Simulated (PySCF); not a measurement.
**Te (tellurium, neutral) across methods**

[Kr] 4d10 5s2 5p3 5d1, high-spin 5D determinant (an excited configuration). Computed with PySCF 2.14 in aug-cc-pV5Z-PP with ECP28MDF, with a scalar-relativistic core potential.

| method | E (hartree) | mean ε 5s β (eV) | mean ε 5p α (eV) | mean ε 5d α (eV) | Σ⟨r²⟩ (bohr²) | ⟨S²⟩ |
| --- | --- | --- | --- | --- | --- | --- |
| M06-2X | -267.6843 | -17.581 | -11.536 | -1.133 | 78.36 | 6.004 |
| LDA | -267.3414 | -17.141 | -9.273 | -0.409 | 78.55 | 6.001 |
| PBE | -267.7396 | -16.656 | -9.206 | -0.460 | 78.82 | 6.001 |
| r2SCAN | -267.8484 | -16.620 | -9.671 | -0.409 | 78.28 | 6.001 |
| TPSS | -267.6413 | -16.454 | -9.328 | -0.410 | 78.82 | 6.001 |
| revPBE | -267.7991 | -16.498 | -9.195 | -0.483 | 79.00 | 6.001 |
| PBE0 | -267.7572 | -17.573 | -10.454 | -0.850 | 78.32 | 6.001 |

Question: Estimate the same row for UHF.

Answer: E (hartree) = -266.78489; mean ε 5s β (eV) = -19.047; mean ε 5p α (eV) = -13.554; mean ε 5d α (eV) = -1.796; Σ⟨r²⟩ (bohr²) = 78.82; ⟨S²⟩ = 6.002.

Energies and moments cover only the electrons outside the core potential. The outer electron is Rydberg-like, and this basis confines it to a smaller radius and binds it less than a complete one would.
